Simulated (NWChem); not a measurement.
C₃H₄F₂O; SMILES CC(=O)C(F)F

```xyz
10

C      1.3453    -1.1029     0.0000
C     -0.1334    -0.8040     0.0000
O     -1.0120    -1.6395     0.0000
C     -0.5172     0.6857     0.0000
F      0.0218     1.2832     1.1046
F      0.0218     1.2832    -1.1046
H      1.5073    -2.1819     0.0000
H      1.8145    -0.6493    -0.8807
H      1.8145    -0.6493     0.8807
H     -1.6018     0.8254     0.0000
```
Atoms are numbered in this order, from 1.

All runs: NWChem. Medium grid unless said otherwise, to which SCAN and Minnesota functionals are sensitive. Geometry: optimised at B3LYP/6-31G* (spherical d). Total energies of different functionals are on different scales.

```tsv
level	energy (Ha)	highest occupied level (eV)	orbital gap (eV)	dipole (D)
PBE/def2-SVP	-390.9133	___	___	1.08
B3LYP/def2-SVP	-391.3270	-7.53	6.04	1.06
BLYP/def2-SVP	-391.2437	-5.91	3.74	1.06
Hartree-Fock/def2-SVP	-389.3584	-12.22	15.39	1.11
M06-2X/def2-SVP	-391.1736	-9.48	9.34	1.02
PBE0/def2-SVP	-390.9220	-7.84	6.56	1.08
```

### Question
Some entries are withheld; supply them.

### Answer

- PBE/def2-SVP, highest occupied level (eV): -6.03
- PBE/def2-SVP, orbital gap (eV): 3.67
